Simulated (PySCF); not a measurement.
Isomers of C6H13PSe, mass 195.992 u with the commonest isotopes. The calculation used PBE0-D3(BJ)/def2-SVP geometry optimisation, gas phase in PySCF. One conformer each, none proved a minimum here; rigid rotors.

Question: Order these by rotational constant A, largest first.
A. `[CH3:1][CH:2]([CH3:3])[C@H:4]1[CH2:5][P@H:6](=[Se:7])[CH2:8]1` with C1–C2–C4–C5 -175°, C2–C4–C5–P6 145°, C4–C5–P6–Se7 102°, C5–P6–C8–C4 17°, C2–C4–C8–P6 -145°
B. `[CH2:1]=[CH:2][P@@:3]([CH3:4])(=[Se:5])[CH:6]([CH3:7])[CH3:8]` with C1–C2–P3–C4 -130°, C2–P3–C6–C7 48°
C. `[CH3:1]/[CH:2]=[CH:3]\[P@H:4](=[Se:5])[CH2:6][CH2:7][CH3:8]` with C2–C3–P4–Se5 -69°, C3–P4–C6–C7 -175°, P4–C6–C7–C8 -177°
D. `[Se:1]=[PH:2]1[CH2:3][CH2:4][CH2:5][CH2:6][CH2:7][CH2:8]1` with Se1–P2–C3–C4 78°, P2–C3–C4–C5 89°, C3–C4–C5–C6 -72°, C4–C5–C6–C7 59°

Answer: A (3106 MHz), D (2258 MHz), B (1400 MHz), C (1365 MHz).

Question: Order these by rotational constant B, largest first.
A. `[CH3:1][CH:2]([CH3:3])[C@@H:4]1[CH2:5][P@@:6]1([CH3:7])=[Se:8]` with C1–C2–C4–C5 158°
B. `[CH2:1]=[CH:2][P@@:3]([CH3:4])(=[Se:5])[CH:6]([CH3:7])[CH3:8]` with C1–C2–P3–C4 -130°, C2–P3–C6–C7 48°
C. `[CH3:1][CH:2]([CH3:3])[C@H:4]1[CH2:5][P@H:6](=[Se:7])[CH2:8]1` with C1–C2–C4–C5 -175°, C2–C4–C5–P6 145°, C4–C5–P6–Se7 102°, C5–P6–C8–C4 17°, C2–C4–C8–P6 -145°
D. `[Se:1]=[PH:2]1[CH2:3][CH2:4][CH2:5][CH2:6][CH2:7][CH2:8]1` with Se1–P2–C3–C4 78°, P2–C3–C4–C5 89°, C3–C4–C5–C6 -72°, C4–C5–C6–C7 59°
E. `[CH3:1]/[CH:2]=[CH:3]\[P@H:4](=[Se:5])[CH2:6][CH2:7][CH3:8]` with C2–C3–P4–Se5 -69°, C3–P4–C6–C7 -175°, P4–C6–C7–C8 -177°

Answer: B (922.0 MHz), E (711.4 MHz), D (636.1 MHz), A (546.4 MHz), C (457.5 MHz).

Question: Order these by out-of-plane moment Σ m c² = (Ia + Ib − Ic)/2, largest first.
A. `[Se:1]=[PH:2]1[CH2:3][CH2:4][CH2:5][CH2:6][CH2:7][CH2:8]1` with Se1–P2–C3–C4 78°, P2–C3–C4–C5 89°, C3–C4–C5–C6 -72°, C4–C5–C6–C7 59°
B. `[CH3:1][CH:2]([CH3:3])[C@H:4]1[CH2:5][P@H:6](=[Se:7])[CH2:8]1` with C1–C2–C4–C5 -175°, C2–C4–C5–P6 145°, C4–C5–P6–Se7 102°, C5–P6–C8–C4 17°, C2–C4–C8–P6 -145°
C. `[CH3:1][CH:2]([CH3:3])[C@@H:4]1[CH2:5][P@@:6]1([CH3:7])=[Se:8]` with C1–C2–C4–C5 158°
D. `[CH3:1]/[CH:2]=[CH:3]\[P@H:4](=[Se:5])[CH2:6][CH2:7][CH3:8]` with C2–C3–P4–Se5 -69°, C3–P4–C6–C7 -175°, P4–C6–C7–C8 -177°
E. `[CH2:1]=[CH:2][P@@:3]([CH3:4])(=[Se:5])[CH:6]([CH3:7])[CH3:8]` with C1–C2–P3–C4 -130°, C2–P3–C6–C7 48°

Answer: C (107.98 u·Å²), E (95.66 u·Å²), A (63.59 u·Å²), B (62.91 u·Å²), D (33.08 u·Å²).

| SMILES | point group | Ia (u·Å²) | Ib (u·Å²) | Ic (u·Å²) | κ | μa (D) | μb (D) | μc (D) |
| --- | --- | --- | --- | --- | --- | --- | --- | --- |
| C/C=C\[P@H](=[Se])CCC | C1 | 370.16 | 710.37 | 1014.36 | -0.51 | 0.17 | 4.43 | 0.35 |
| [Se]=[PH]1CCCCCC1 | C1 | 223.77 | 794.48 | 891.08 | -0.92 | 4.93 | 0.47 | 1.42 |
| CC(C)[C@@H]1C[P@@]1(C)=[Se] | C1 | 221.94 | 924.99 | 930.98 | -1.00 | 4.50 | 1.73 | 0.99 |
| CC(C)[C@H]1C[P@H](=[Se])C1 | Cs | 162.69 | 1104.58 | 1141.45 | -0.99 | 4.51 | 0.00 | 1.75 |
| C=C[P@@](C)(=[Se])C(C)C | C1 | 361.08 | 548.11 | 717.88 | -0.37 | 4.39 | 1.70 | 0.69 |
